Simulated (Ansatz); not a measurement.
Program: Ansatz. Geometries: PBE0-D4/def2-TZVP. ΔE: electronic, gas phase. CCSD(T)/CBS is the MP2 limit (def2-TZVPP, def2-QZVPP) plus CCSD(T) − MP2 in def2-TZVPP, frozen cores. Functionals use def2-TZVPP. Each species was taken in one conformer, which may not be the lowest.

Consider the ligand exchange at the Si–N bond: `N[SiH2]N[SiH](N)O` + `N[SiH](O)Cl` → `N[SiH2]O[SiH](N)Cl` + `N[SiH](N)O`.

```
        level  ΔE (kJ/mol)
      ωB97X-V        -46.3
HF/def2-QZVPP        -65.1
```

(1) What does CCSD(T)/CBS give? (An estimate is asked.)

Largest T1 diagnostic among the species: 0.011.

Results:

(1) Ansatz gave: -45.9 kJ/mol. The listed levels differ from it by -0.4, -19.2 kJ/mol.

In def2-TZVPP, CCSD(T) changes the Hartree–Fock value by +19.2 kJ/mol (the triples alone add +3.2 kJ/mol) and MP2 by +19.6 kJ/mol. From PBE to PBE0 (25 % exact exchange), in def2-TZVPP and without D4, ΔE moves by −3.6 kJ/mol.
